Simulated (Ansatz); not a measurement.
Reaction (hydrogenolysis of the Si–Cl bond): `S[Si](S)(Cl)Cl` + H₂ → `S[SiH](S)Cl` + HCl

Gas-phase electronic energies from Ansatz, PBE0-D4/def2-TZVP geometries. CCSD(T)/CBS is the MP2 limit (def2-TZVPP, def2-QZVPP) plus CCSD(T) − MP2 in def2-TZVPP, frozen cores. This one scheme is used for every species. Functionals use def2-TZVPP. One conformer a species, not always the lowest.

CCSD(T)/CBS gives +77.6 kJ/mol.

(1) Another level gave +66.4 kJ/mol. Which?
A. CCSD/def2-TZVPP
B. PBE0/def2-TZVPP
C. ωB97M-V/def2-TZVPP
D. HF/def2-TZVPP

Largest T1 diagnostic among the species: 0.011.

Results:

(1) A. CCSD/def2-TZVPP 66.4, ωB97M-V 79.8, PBE0 71.0, HF/def2-TZVPP 56.0 kJ/mol.

In def2-TZVPP, CCSD(T) changes the Hartree–Fock value by +15.6 kJ/mol (the triples alone add +5.1 kJ/mol) and MP2 by +28.3 kJ/mol. The D4 term adds +13.4 kJ/mol with B3LYP and +7.1 kJ/mol with PBE0; it sums over pairs of atoms, weighted by their polarisabilities, and B3LYP, whose exchange is more repulsive, gets the larger term.

B3LYP here is the variant with VWN-RPA as its local correlation; programs differ in this.
